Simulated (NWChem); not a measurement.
System: CCl$_{2}$, singlet; SMILES Cl[C]Cl

Input file for NWChem:

```
start job
memory heap 200 mb stack 700 mb global 900 mb
geometry units angstroms noautosym nocenter noautoz
  Cl     1.394715     0.000000    -0.159238
  C      0.000000     0.000000     0.826695
  Cl    -1.394715     0.000000    -0.159238
end
basis spherical
  Cl library def2-svp
  C library def2-svp
end
dft
  xc b3lyp
  iterations 150
end
cosmo
  dielec 25.0
end
task dft energy
```

NWChem printed, in part:

```
             Northwest Computational Chemistry Package (NWChem) 7.3.0
             --------------------------------------------------------

                             Geometry "geometry" -> ""
                             -------------------------

 Output coordinates in angstroms (scale by  1.889725989 to convert to a.u.)

  No.       Tag          Charge          X              Y              Z
 ---- ---------------- ---------- -------------- -------------- --------------
    1 Cl                  17.0000     1.39471500     0.00000000    -0.15923800
    2 C                    6.0000     0.00000000     0.00000000     0.82669500
    3 Cl                  17.0000    -1.39471500     0.00000000    -0.15923800

 Effective nuclear repulsion energy (a.u.)     118.0291355863

                                 NWChem DFT Module
                                 -----------------

 Summary of "ao basis" -> "ao basis" (spherical)
 ------------------------------------------------------------------------------
       Tag                 Description            Shells   Functions and Types
 ---------------- ------------------------------  ------  ---------------------
 Cl                         def2-svp                 8       18   4s3p1d
 C                          def2-svp                 6       14   3s2p1d

 in cosmo_initialize ...

 solvent parameters
 solvname_short: unkn
 solvname_long:  unknown
 dielec:       25.0000

          ---------------
          -cosmo- solvent
          ---------------
 Cosmo: York-Karplus, doi: 10.1021/jp992097l
 dielectric constant -eps-     =  25.00
 screen = (eps-1)/(eps    )    =   0.96000
 surface charge correction     = lagrangian

   van der Waals surface
 --------------------------

 ---------- ATOMIC COORDINATES (A.U.) ------------ VDWR(ANG.) --
     1    2.63562918    0.00000000   -0.30091619     2.050
     2    0.00000000    0.00000000    1.56222703     2.000
     3   -2.63562918    0.00000000   -0.30091619     2.050
 number of segments per atom =         32
 number of   points per atom =         32
 atom (   nspa,  nppa )
 ----------------------
    1 (     24,     0 )       0
    2 (     16,     0 )       0
    3 (     24,     0 )       0
 number of -cosmo- surface points =       64
 molecular surface =    101.143 angstrom**2
 molecular volume  =     78.475 angstrom**3
 G(cav/disp)       =      1.366 kcal/mol
 -lineq- algorithm             =   0
 -bem- low  level              =   2
 -bem- from -octahedral-
 gaussian surface charge width =   4.50000
 degree of switching           =   1.00000
 switching function tolerance  =   0.00010
 atomic radii =
 --------------
    1 17.000  2.050
    2  6.000  2.000
    3 17.000  2.050
 ...... end of -cosmo- initialization ......

            General Information
            -------------------
          SCF calculation type: DFT
          Wavefunction type:  closed shell.
          No. of atoms     :     3
          No. of electrons :    40
           Alpha electrons :    20
            Beta electrons :    20
          Charge           :     0
          Spin multiplicity:     1
          Use of symmetry is: off; symmetry adaption is: off
          Maximum number of iterations: 150
          AO basis - number of functions:    50
                     number of shells:    22
          Convergence on energy requested:  1.00D-06
          Convergence on density requested:  1.00D-05
          Convergence on gradient requested:  5.00D-04

              XC Information
              --------------
                         B3LYP Method XC Potential
                     Hartree-Fock (Exact) Exchange  0.200
                        Slater Exchange Functional  0.800 local
                    Becke 1988 Exchange Functional  0.720 non-local
              Lee-Yang-Parr Correlation Functional  0.810
                  VWN I RPA Correlation Functional  0.190 local

             Grid Information
             ----------------
          Grid used for XC integration:  medium
          Radial quadrature: Mura-Knowles
          Angular quadrature: Lebedev.
          Tag              B.-S. Rad. Rad. Pts. Rad. Cut. Ang. Pts.
          ---              ---------- --------- --------- ---------
          Cl                  1.00       88           8.0       590
          C                   0.70       49           6.0       434
          Grid pruning is: on
          Number of quadrature shells:   225
          Spatial weights used:  Erf1

      Superposition of Atomic Density Guess
      -------------------------------------

 Sum of atomic energies:        -956.27184893

      Non-variational initial energy
      ------------------------------

 Total energy =    -956.831166
 1-e energy   =   -1555.682165
 2-e energy   =     480.821863
 HOMO         =      -0.233350
 LUMO         =      -0.045854

   convergence    iter        energy       DeltaE   RMS-Dens  Diis-err
 ---------------- ----- ----------------- --------- --------- ---------
     COSMO gas phase
 d= 0,ls=0.0,diis     1   -958.0080722269 -1.08D+03  2.80D-02  6.78D-01
 d= 0,ls=0.0,diis     2   -957.7847677512  2.23D-01  2.04D-02  2.37D+00
 d= 0,ls=0.0,diis     3   -958.0917184279 -3.07D-01  3.78D-03  2.81D-02
 d= 0,ls=0.0,diis     4   -958.0952449695 -3.53D-03  8.83D-04  3.11D-03
 d= 0,ls=0.0,diis     5   -958.0956075081 -3.63D-04  1.05D-04  3.57D-05
  Resetting Diis
 d= 0,ls=0.0,diis     6   -958.0956129281 -5.42D-06  3.14D-05  1.38D-06
 d= 0,ls=0.0,diis     7   -958.0956131701 -2.42D-07  1.05D-05  5.25D-08
 d= 0,ls=0.0,diis     8   -958.0956131651  5.00D-09  5.37D-06  1.11D-07

   convergence    iter        energy       DeltaE   RMS-Dens  Diis-err
 ---------------- ----- ----------------- --------- --------- ---------
     COSMO solvation phase
 d= 0,ls=0.0,diis     1   -958.0987014965 -3.09D-03  2.31D-03  1.15D-03
 d= 0,ls=0.0,diis     2   -958.0989294745 -2.28D-04  6.55D-04  1.19D-03
 d= 0,ls=0.0,diis     3   -958.0990732615 -1.44D-04  2.61D-04  1.64D-04
 d= 0,ls=0.0,diis     4   -958.0990973292 -2.41D-05  4.21D-05  6.30D-06
 d= 0,ls=0.0,diis     5   -958.0990982256 -8.96D-07  9.68D-06  6.12D-08

         Total DFT energy =     -958.099098225629
      One electron energy =    -1555.300920328363
           Coulomb energy =      541.116555355501
    Exchange-Corr. energy =      -61.843102811546
 Nuclear repulsion energy =      118.029135586344

             COSMO energy =       -0.100766027565

 Numeric. integr. density =       40.000000759518

                                   COSMO solvation results
                                   -----------------------

                 gas phase energy =      -958.095613165133
                 sol phase energy =      -958.099098225629
 (electrostatic) solvation energy =         0.003485060497 (    2.19 kcal/mol)

                       DFT Final Molecular Orbital Analysis
                       ------------------------------------

 Vector   18  Occ=2.000000D+00  E=-3.515408D-01
              MO Center= -6.3D-09, -9.8D-10, -1.4D-01, r^2= 3.0D+00
   Bfn.  Coefficient  Atom+Function         Bfn.  Coefficient  Atom+Function
  ----- ------------  ---------------      ----- ------------  ---------------
    12      0.463717  1 Cl py                44     -0.463717  3 Cl py
     9      0.355730  1 Cl py                41     -0.355730  3 Cl py
     6      0.204147  1 Cl py                38     -0.204147  3 Cl py

 Vector   19  Occ=2.000000D+00  E=-3.288428D-01
              MO Center= -4.6D-09,  6.1D-11, -1.2D-01, r^2= 3.1D+00
   Bfn.  Coefficient  Atom+Function         Bfn.  Coefficient  Atom+Function
  ----- ------------  ---------------      ----- ------------  ---------------
    11      0.368876  1 Cl px                43      0.368876  3 Cl px
    13      0.304201  1 Cl pz                45     -0.304201  3 Cl pz
     8      0.281262  1 Cl px                40      0.281262  3 Cl px
    10      0.238620  1 Cl pz                42     -0.238620  3 Cl pz
     5      0.159835  1 Cl px                37      0.159835  3 Cl px

 Vector   20  Occ=2.000000D+00  E=-2.595655D-01
              MO Center=  1.3D-09,  5.8D-11,  6.7D-01, r^2= 2.3D+00
   Bfn.  Coefficient  Atom+Function         Bfn.  Coefficient  Atom+Function
  ----- ------------  ---------------      ----- ------------  ---------------
    21      0.446437  2 C  s                 24      0.403624  2 C  pz
    13     -0.349747  1 Cl pz                45     -0.349747  3 Cl pz
    20      0.316528  2 C  s                 10     -0.246142  1 Cl pz
    42     -0.246142  3 Cl pz                27      0.234011  2 C  pz
    19     -0.141871  2 C  s                  7     -0.138589  1 Cl pz

 Vector   21  Occ=0.000000D+00  E=-1.199613D-01
              MO Center=  1.4D-09, -3.8D-10,  5.3D-01, r^2= 2.0D+00
   Bfn.  Coefficient  Atom+Function         Bfn.  Coefficient  Atom+Function
  ----- ------------  ---------------      ----- ------------  ---------------
    23      0.584101  2 C  py                26      0.515405  2 C  py
    12     -0.341483  1 Cl py                44     -0.341483  3 Cl py
     9     -0.198089  1 Cl py                41     -0.198089  3 Cl py
     6     -0.112772  1 Cl py                38     -0.112772  3 Cl py
    14     -0.053696  1 Cl d -2              46      0.053696  3 Cl d -2

 Vector   22  Occ=0.000000D+00  E= 3.120946D-02
              MO Center= -1.9D-09, -1.4D-10,  1.5D-01, r^2= 2.6D+00
   Bfn.  Coefficient  Atom+Function         Bfn.  Coefficient  Atom+Function
  ----- ------------  ---------------      ----- ------------  ---------------
    21      0.790217  2 C  s                 27     -0.712078  2 C  pz
    11      0.644641  1 Cl px                43     -0.644641  3 Cl px
     4     -0.550350  1 Cl s                 36     -0.550350  3 Cl s
    20      0.538445  2 C  s                 24     -0.489616  2 C  pz
    13     -0.270220  1 Cl pz                45     -0.270220  3 Cl pz

 Vector   23  Occ=0.000000D+00  E= 7.874898D-02
              MO Center=  2.0D-09, -7.6D-11,  4.1D-01, r^2= 2.6D+00
   Bfn.  Coefficient  Atom+Function         Bfn.  Coefficient  Atom+Function
  ----- ------------  ---------------      ----- ------------  ---------------
    25      0.917814  2 C  px                22      0.635944  2 C  px
    13     -0.486677  1 Cl pz                45      0.486677  3 Cl pz
     4     -0.474476  1 Cl s                 36      0.474476  3 Cl s
    11      0.426463  1 Cl px                43      0.426463  3 Cl px
     3     -0.208355  1 Cl s                 35      0.208355  3 Cl s

     Multipole analysis of the density
     ---------------------------------

     L   x y z        total         alpha         beta         nuclear
     -   - - -        -----         -----         ----         -------
     0   0 0 0     -0.000000    -20.000000    -20.000000     40.000000

     1   1 0 0      0.000000      0.000000      0.000000      0.000000
     1   0 1 0     -0.000000     -0.000000     -0.000000      0.000000
     1   0 0 1     -0.721994      0.067897      0.067897     -0.857788

     2   2 0 0    -20.903777   -128.543089   -128.543089    236.182400
     2   1 1 0     -0.000000     -0.000000     -0.000000      0.000000
     2   1 0 1      0.000000      0.000000      0.000000      0.000000
     2   0 2 0    -21.651651    -10.825825    -10.825825      0.000000
     2   0 1 1     -0.000000     -0.000000     -0.000000      0.000000
     2   0 0 2    -24.864081    -21.293060    -21.293060     17.722038
```

Level: B3LYP/def2-SVP, COSMO on the gas-phase geometry. Low-valent species are run as closed-shell singlets; no triplet was tried in these runs. Coordinates come from a PBE0-D3(BJ)/def2-TZVP optimisation. COSMO prints the solvation energy as gas minus solution, so a positive value is a stabilisation.
